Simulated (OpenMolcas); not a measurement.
# Multiconfigurational calculation on Ce3+

Input:

```
&GATEWAY
Coord
1

Ce 0.0 0.0 0.0
Basis=ANO-R1
Group=XYZ
NoMove
AngMom=0.0 0.0 0.0
AMFI
&SEWARD
&RASSCF
FileOrb=start.orb
Symmetry=2
Spin=2
nActEl=1 0 0
Inactive=15 12
Ras2=0 7
CIRoot=7 7 1
SDav=7
CIMx=300
Iter=120 100
PrWF=0.3
OrbListing=Nothing
MaxOrb=0
Atom
>>> COPY $Project.JobIph JOB001
&RASSI
NrOfJobIphs=1 7
1 2 3 4 5 6 7
IphNames
JOB001
EJob
SpinOrbit
DIPRint=1.0
SOCoupling=1000.0
Subsets=2
MEES
Property=10
'ANGMOM' 1 'ANGMOM' 2 'ANGMOM' 3 'MLTPL  1' 1 'MLTPL  1' 2 'MLTPL  1' 3
'AMFI' 1 'AMFI' 2 'AMFI' 3 'MLTPL  2' 6
SOProperty=3
'ANGMOM' 1 'ANGMOM' 2 'ANGMOM' 3
```

Launched by
```bash
OMP_NUM_THREADS=1 MOLCAS_MEM=2252 MOLCAS_PROJECT=a pymolcas a.inp > a.log  # once for each step of the input, in one work folder
```

A driver script runs the steps one by one and writes start.orb anew before each from the orbitals found so far.

Output, cut to the results:

```
--- SEWARD ---
Basis set label: CE.ANO-R...7S5P4D2F.

      Electronic valence basis set:
      ------------------
      Associated Effective Charge  58.000000 au
      Associated Actual Charge     58.000000 au
      Nuclear Model: Finite nucleus - Gaussian distribution
        Gaussian exponent, Xi/bohr**(-2):  1.74167E+08

      Shell  nPrim  nBasis  Cartesian Spherical Contaminant
         s      25       7        X
         p      18       5        X
         d      14       4                 X
         f       9       2                 X
                  Relativistic X2C integrals
                  Atomic mean-field integrals
--- RASSCF ---
Wave function specifications:
      -----------------------------

      Number of closed shell electrons          54
      Number of electrons in active shells       1
      Max number of holes in RAS1 space          0
      Max nr of electrons in RAS3 space          0
      Number of inactive orbitals               27
      Number of active orbitals                  7
      Number of secondary orbitals              22
      Spin quantum number                      0.5
      State symmetry                             2
Orbital specifications:
      -----------------------

      Symmetry species                           1   2
                                                ag  au
      Frozen orbitals                            0   0
      Inactive orbitals                         15  12
      Active orbitals                            0   7
      RAS1 orbitals                              0   0
      RAS2 orbitals                              0   7
      RAS3 orbitals                              0   0
      Secondary orbitals                        12  10
      Deleted orbitals                           0   0
      Number of basis functions                 27  29
      Number of CSFs                             7
      Number of root(s) required                 7
      Iter CI   SX   CI       RASSCF       Energy    max ROT     max BLB   max BLB  Level Ln srch  Step   QN
          iter iter root      energy       change     param      element    value   shift minimum  type update
 Nr of preliminary CI iterations:   1
      Total energies have been shifted. Add                -8000.00 au
        1   1    7    0  -855.07951402    0.00E+00  -1.19E-01*  10  20 2  1.40E-01*  0.00   0.00    SX    NO
        2   1    7    0  -855.10524977   -2.57E-02*  7.48E-02   13  26 1  3.68E-02*  0.00   0.00    SX    NO
        3   1    6    0  -855.10720847   -1.96E-03* -4.62E-02   12  25 1 -1.43E-02*  0.00   0.00    SX    NO
        4   1    6    0  -855.10813419   -9.26E-04*  2.57E-02   12  25 1  9.35E-03*  0.00   0.00    SX    NO
        5   1    6    0  -855.10836924   -2.35E-04* -9.16E-03   13  26 1 -5.21E-03*  0.00   0.62    QN   YES
        6   1    5    0  -855.10850933   -1.40E-04* -8.13E-04   11  24 1 -3.00E-04*  0.00   1.08    QN   YES
        7   1    3    0  -855.10851012   -7.94E-07*  1.35E-05   15  16 1 -6.98E-06   0.00   0.99    QN   YES
        8   1    3    0  -855.10851012   -2.35E-10  -2.26E-07   15  16 1 -9.13E-07   0.00   1.01    QN   YES
      Convergence after  8 iterations
        9   1    3    0  -855.10851012   -5.46E-12  -2.26E-07   15  16 1 -1.13E-07   0.00   1.01    QN   YES
      Natural orbitals and occupation numbers for root  1
      sym 2:  -0.000000  -0.000000  -0.000000   0.000000   1.000000  -0.000000  -0.000000
      Natural orbitals and occupation numbers for root  2
      sym 2:   1.000000   0.000000   0.000000   0.000000  -0.000000  -0.000000   0.000000
      Natural orbitals and occupation numbers for root  3
      sym 2:  -0.000000   1.000000   0.000000   0.000000  -0.000000   0.000000   0.000000
::    RASSCF root number  1 Total energy:  -8855.10851012
::    RASSCF root number  2 Total energy:  -8855.10851012
::    RASSCF root number  3 Total energy:  -8855.10851012
::    RASSCF root number  4 Total energy:  -8855.10851012
::    RASSCF root number  5 Total energy:  -8855.10851012
::    RASSCF root number  6 Total energy:  -8855.10851012
::    RASSCF root number  7 Total energy:  -8855.10851012

--- RASSI ---
SPIN-FREE ENERGIES:
  (Shifted by EMIN (a.u.) =      -8855.1085101222)

 SF State       Relative EMIN(au)   Rel lowest level(eV)    D:o, cm**(-1)      L_eff

     1             0.0000000000        0.0000000000              0.0000         3.0
     2             0.0000000000        0.0000000000              0.0000         3.0
     3             0.0000000000        0.0000000000              0.0000         3.0
     4             0.0000000000        0.0000000000              0.0000         3.0
     5             0.0000000000        0.0000000000              0.0000         3.0
     6             0.0000000000        0.0000000000              0.0000         3.0
     7             0.0000000000        0.0000000000              0.0000         3.0
     Dipole printing threshold changed to   1.00000000E+00
Eigenvalues of complex Hamiltonian:
   -----------------------------------
  (Shifted by EMIN (a.u.) =      -8855.1085101222)

 SO State       Relative EMIN(au)   Rel lowest level(eV)    D:o, cm**(-1)     J-value

     1            -0.0063403918        0.0000000000              0.0000         2.0
     2            -0.0063403918        0.0000000000              0.0000         2.1
     3            -0.0063403918        0.0000000000              0.0000         1.9
     4            -0.0063403918        0.0000000000              0.0000         2.0
     5            -0.0063403918        0.0000000000              0.0000         1.8
     6            -0.0063403918        0.0000000000              0.0000         2.0
     7             0.0047552939        0.3019289899           2435.2215         2.9
     8             0.0047552939        0.3019289899           2435.2215         2.9
     9             0.0047552939        0.3019289899           2435.2215         2.5
    10             0.0047552939        0.3019289899           2435.2215         2.4
    11             0.0047552939        0.3019289899           2435.2215         3.2
...
```

The J values that RASSI prints are effective ones from its own formula and need not be integers or half-integers; the table below assigns J from the states.

Levels above the lowest, from the spin-orbit matrix, grouped by J:

```tsv
Configuration	Term	J	E (eV)	Measured (eV)	Term weight %
4f	2F*	5/2	0.0000	0.0000	100
4f	2F*	7/2	0.3019	0.2793	100
```

Against the measured value (Martin, Zalubas and Hagan, Atomic Energy Levels: The Rare-Earth Elements, NSRDS-NBS 60 (1978)): 4f 2F* 7/2: computed 0.3019, measured 0.2793 eV (+8.1 %).

With one active electron the reference holds no correlation, so core polarisation is missing. The basis is small and was not contracted for so high a charge. Computed and measured levels are paired by configuration, term and J; levels that our copy of the source lacks, or whose pairing is in doubt (as where it misses far off the trend of its configuration), stay unpaired and out of the deviations. Levels of configurations outside the active space are missing.

The RASSCF and RASSI steps took 1.7 s on 1 thread of Arm Neoverse V2, with other jobs on the host; the integral step is not counted.

The term weight is that of the spin-free term in the level, not the purity of its configuration. * marks odd parity.
